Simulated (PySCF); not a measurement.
**NMR data sheet: C8H14**

```yaml
Formula: C8H14
SMILES: C=C(CCC)C1CC1
Point_group_of_the_computed_structure: C1
Degrees_of_unsaturation: 2
Carbon_signals: 7
Proton_signals: 8
```

Atoms are numbered as in `[CH2:1]=[C:2]([CH2:3][CH2:4][CH3:5])[CH:6]1[CH2:7][CH2:8]1` (H(Xn): hydrogen on atom n). Ha(C7), Ha(C8) are cis to C2 on the ring; Ha(C1) is cis to C3; Hb(C7), Hb(C8) are trans to C2 on the ring; Hb(C1) is trans to C3.

- geometry from GFN2-xTB
- GIAO PBE0/pcSseg-1 shieldings
- run in PySCF 2.14.0 with density-fitted response routines
- relativity neglected, in vacuum, one conformer, equivalent nuclei averaged

Chemical shifts δ = σref − σ; TMS for ¹H (σref 31.72), ¹³C (σref 186.93), all at this level.

```tsv
carbon	δC, type	δH (multiplicity)	HMBC from (2–3 bonds)	span of the C tensor (ppm)
C1	118.9, CH2	Ha(C1) 5.26 (m); Hb(C1) 5.15 (m)	H(C3), H(C6)	185
C2	161.6, C	–	Ha(C1), Hb(C1), H(C3), H(C4), H(C6), Hb(C7)/Hb(C8), Ha(C7)/Ha(C8)	252
C3	46.4, CH2	2.07 (t)	Ha(C1), Hb(C1), H(C4), H(C6), H(C5)	44
C4	27.5, CH2	1.54 (m)	H(C3), H(C5)	24
C5	17.6, CH3	1.09 (t)	H(C3), H(C4)	29
C6	18.7, CH	1.53 (m)	Ha(C1), Hb(C1), H(C3), Hb(C7)/Hb(C8), Ha(C7)/Ha(C8)	72
C7/C8	6.8, CH2	Ha(C7) 0.29 (m); Hb(C7) 0.58 (m)	H(C6), Hb(C7)/Hb(C8), Ha(C7)/Ha(C8)	62
```

1. Carbon types of the structure: 1 × C, 1 × CH, 5 × CH2, 1 × CH3, which accounts for all hydrogens.
2. δC 161.6: fully substituted alkene carbon; the olefinic region.
3. δC 118.9: terminal =CH2 carbon; as expected for a trigonal carbon in a double bond.
4. δC 18.7, 6.8: three-membered-ring carbon; carbons of three-membered rings are unusually shielded.
5. δH 1.53, 0.58, 0.29: hydrogen on a three-membered-ring carbon; cyclopropane-type protons are shielded by the ring.
6. δH 1.09: hydrogen on a methyl carbon; far from electronegative atoms and π systems.

Shifts are as computed. Against solution values, carbons near 30 ppm lie about +3 ppm off and those near 130 ppm about +5 ppm. Of 1211 compounds with measured shifts, 218 miss one by over three times the rms of a fit or turn the order of signals round; such compounds aren't used in these exercises. No couplings were computed; multiplicities are counted from neighbouring protons, with m where these are inequivalent, close in shift, in a saturated or five-membered ring or joined by F or P, and br s for small geminal =CH2 splittings.
